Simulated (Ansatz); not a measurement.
HIPb (SMILES [I][PbH]) moved off its minimum; all values from Ansatz (a quantum-chemistry and plane-wave program), cores frozen in correlated methods. Elements past Kr take the def2 small-core potentials, without spin–orbit coupling.
(charge 0, multiplicity 1)
```xyz
3

Pb    -0.6168    -0.5167     0.6656
H     -1.8475    -1.1440    -0.4778
I      1.0203     0.6715    -1.1928
```

Forces at HF/def2-TZVPP (eV/Å):

```csv
atom,Fx,Fy,Fz
Pb1,-0.214,-0.243,1.081
H2,-0.267,-0.119,-0.412
I3,0.481,0.362,-0.669
```

Question: Give the forces (eV/Å), the total energy and the dipole at CCSD(T)/def2-TZVPPD.

Answer: 
| atom | Fx | Fy | Fz |
|---|---|---|---|
| Pb1 | 0.022 | -0.117 | 1.243 |
| H2 | -0.468 | -0.220 | -0.607 |
| I3 | 0.446 | 0.337 | -0.636 |
Energy -489.3689 hartree, dipole 2.90 D.
